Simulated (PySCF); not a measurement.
Ti(F)3(OH)(OH2) (F₃H₃O₂Ti), SMILES [OH2]->[Ti]([F])([F])([F])[OH], multiplicity 1. Atoms are numbered in the order given.

```xyz
9

Ti     0.1582     0.0849    -0.1666
F      1.0228    -1.4184     0.0765
F     -1.4062    -0.0845    -0.9864
F      0.2499     1.3100     1.1093
O      1.1540     0.8198    -1.4287
H      1.7539     0.4994    -2.1131
O     -1.2347    -0.7875     1.5173
H     -2.1093    -0.8121     1.1000
H     -1.2789    -0.0768     2.1751
```

Geometry optimised at B3LYP-D3(BJ)/def2-SVP. The multiplicity is an assumed one; other spin states were not compared. One conformer was computed; it need not be the lowest.

The numbers are results of B3LYP/def2-TZVP in PySCF, not measurements.

ESP charges are fitted to the potential on shells at 1.4 to 2.0 van der Waals radii. Atomic charges (e):

| atom | ESP fit | Mulliken |
|---|---|---|
| Ti1 | 1.35 | 1.56 |
| F2 | -0.38 | … |
| F3 | -0.41 | … |
| F4 | -0.38 | … |
| O5 | -0.75 | -0.65 |
| H6 | 0.45 | … |
| O7 | -0.67 | -0.58 |
| H8 | 0.39 | … |
| H9 | 0.39 | … |

What belongs in the gaps? (The exact figures need the calculation; the answer reports its results.)


- F2, Mulliken: -0.43
- F3, Mulliken: -0.48
- F4, Mulliken: -0.47
- H6, Mulliken: 0.34
- H8, Mulliken: 0.36
- H9, Mulliken: 0.36
